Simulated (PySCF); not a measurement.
C₁₁H₈OS, SMILES c1(-c2sccc2)ccc(cc1)C=O.

Geometry: B3LYP-D3(BJ)/def2-SVP. The values are those of a single conformer.

Two levels are set side by side: TDA-PBE/def2-SVP (PySCF) and TDA-B3LYP/def2-SVP (PySCF). Vertical, same geometry. The lowest singlet is HOMO−1→LUMO 97 % with PBE and HOMO−1→LUMO 90 % with the other functional; states are paired by order. Differences are taken from unrounded values.

| quantity | TDA-B3LYP | TDA-PBE | TDA-PBE minus TDA-B3LYP |
|---|---|---|---|
| lowest singlet excitation (eV) | 3.55 | 2.87 | -0.68 |
| lowest triplet excitation (TDA) (eV) | 2.61 | 2.48 | -0.13 |
| first bright state (f over 0.05) (eV) | 4.03 | 3.65 | -0.37 |
| its oscillator strength | 0.84 | 0.59 | -0.24 |

Functionals without exact exchange tend to place singlet excitations lower, as here. Differences between two approximate levels are no errors against the true value.

Rough cost on one machine, each run with all the roots and properties that it gave: TDA-B3LYP against TDA-PBE within a factor of 2.
